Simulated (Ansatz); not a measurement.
`B[SiH]1BO1` + H–F → `F[SiH]1BO1` + BH₃ at 600 K and 1 bar (cleavage of the Si–B bond).

Program: Ansatz. Geometries: PBE0-D4/def2-TZVP. ΔE: electronic, gas phase. CCSD(T)/CBS adds triple-zeta CCSD(T) − MP2 to the extrapolated MP2 energy (def2 sets, frozen cores). This one scheme is used for every species.

| species | CCSD(T)/CBS energy (Eh) | H − E (kJ/mol) | S (J/(mol·K)) |
| --- | --- | --- | --- |
| `B[SiH]1BO1` | -416.22533 | 168.8 | 380.1 |
| H–F | -100.39570 | 42.3 | 194.0 |
| `F[SiH]1BO1` | -490.11970 | 113.7 | 344.2 |
| BH₃ | -26.55200 | 91.5 | 217.3 |

H − E and S are ideal-gas, rigid-rotor, harmonic terms from PBE0-D4/def2-TZVP, for one conformer and one mirror image of each species. 1 Eh = 2625.50 kJ/mol, R = 8.31446 J/(mol·K).

Q: By hand: ΔE, ΔH, ΔS and ΔG.

A: ΔE = (-490.11970) + (-26.55200) − (-416.22533) − (-100.39570) = -0.05067 Eh = -133.0 kJ/mol. Δ(H − E) = 113.7 + 91.5 − 168.8 − 42.3 = -5.9, so ΔH = -138.9 kJ/mol. ΔS = 344.2 + 217.3 − 380.1 − 194.0 = -12.6 J/(mol·K). ΔG = -138.9 − 600 × (-12.6)/1000 = -131.3 kJ/mol.

Q: By hand: the equilibrium constant, and the temperature at which ΔG would vanish if ΔH and ΔS stayed fixed.

A: log₁₀ K = −ΔG/(RT ln 10) = 11.4. ΔG = 0 at ΔH/ΔS = 11024 K, far beyond where these terms or the molecules hold.

The number of gas molecules stays the same, so ΔS is small and ΔH decides. A doubt of 5 kJ/mol in ΔE shifts log₁₀ K by 0.4 here. Other conformers and mirror images would add mixing entropy, several J/(mol·K) or more a flexible species. These are equilibria of isolated gas molecules and say nothing of rates. Largest T1 diagnostic: 0.021 (customary marks: 0.02 for closed shells, 0.045 for open ones).
